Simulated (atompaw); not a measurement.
**Plane-wave convergence, PAW (atompaw) potential for S (Z = 16)**

S (Z = 16), PAW, made with atompaw 4.2.0.5 (LDA (PW92), scalar-relativistic). Core [Ne], reference 3s2 3p2 (charge +2). Waves: 3s (bound): rc 1.20 bohr; 3s channel at -2.1 Ry: rc 1.20 bohr; 3p (bound): rc 1.20 bohr; 3p channel at 0.05 Ry: rc 1.20 bohr. Local part: troulliermartins scheme with l = 2 at 0.5 Ry, radius 0.90 bohr. Core correction: smooth core density matched at 0.70 bohr. Augmentation charge: sinc compensation charge, radius 1.10 bohr; PAW radius 1.20 bohr; waves and projectors: custom rrkj gramschmidtortho.

The pseudo-atom Hamiltonian at the reference potential is diagonalised in spherical Bessel functions j_l(qr) that vanish at 20 bohr, with q² up to the cutoff. All-electron valence levels (Ry): 3s -2.8956, 3p -2.0633.

**Question.** How do the lowest levels (Ry) of each channel move with the cutoff, and are there ghosts?

**Answer.**

| cutoff (Ry) | s #1 | s #2 | p #1 | p #2 | d #1 | f #1 | f #2 | Σ f·Δε (mRy) |
| --- | --- | --- | --- | --- | --- | --- | --- | --- |
| 8 | -3.0419 | -0.9446 | -2.0282 | -0.6338 | -0.8126 | -0.2817 | -0.1622 | 362.6 |
| 10 | -3.0462 | -0.9653 | -2.0507 | -0.6417 | -0.8379 | -0.2819 | -0.1624 | 326.4 |
| 15 | -3.1017 | -1.3906 | -2.0592 | -0.6457 | -0.8760 | -0.2822 | -0.1627 | 420.3 |
| 18 | -4.1707 | -2.7621 | -2.0593 | -0.6457 | -0.8964 | -0.2822 | -0.1627 | 275.4 |
| 21 | -6.0006 | -2.8694 | -2.0598 | -0.6458 | -0.9073 | -0.2822 | -0.1627 | 59.8 |
| 30 | -9.7234 | -2.8946 | -2.0622 | -0.6461 | -0.9275 | -0.2822 | -0.1628 | 4.7 |
| 35 | -11.1087 | -2.8949 | -2.0629 | -0.6462 | -0.9362 | -0.2822 | -0.1628 | 2.6 |
| 40 | -12.0413 | -2.8950 | -2.0631 | -0.6463 | -0.9433 | -0.2822 | -0.1628 | 2.0 |
| 45 | -12.4876 | -2.8952 | -2.0633 | -0.6464 | -0.9472 | -0.2822 | -0.1628 | 1.3 |
| 55 | -13.2072 | -2.8956 | -2.0633 | -0.8783 | -0.9548 | -0.2822 | -0.1628 | 0.4 |
| 60 | -13.3861 | -2.8956 | -2.0633 | -1.5568 | -0.9572 | -0.2822 | -0.1628 | 0.3 |
| 400 | -13.8524 | -2.8957 | -3.3794 | -2.0634 | -0.9682 | -0.2823 | -0.1628 | 0.0 |

Result: ghost states, extra bound levels that the all-electron valence spectrum of the same l lacks: s at -188.5 eV, p at -46.0 eV (a true bound ghost makes a file unfit for plane-wave use); 10 mRy is reached at 30 Ry and 1 mRy at 50 Ry.
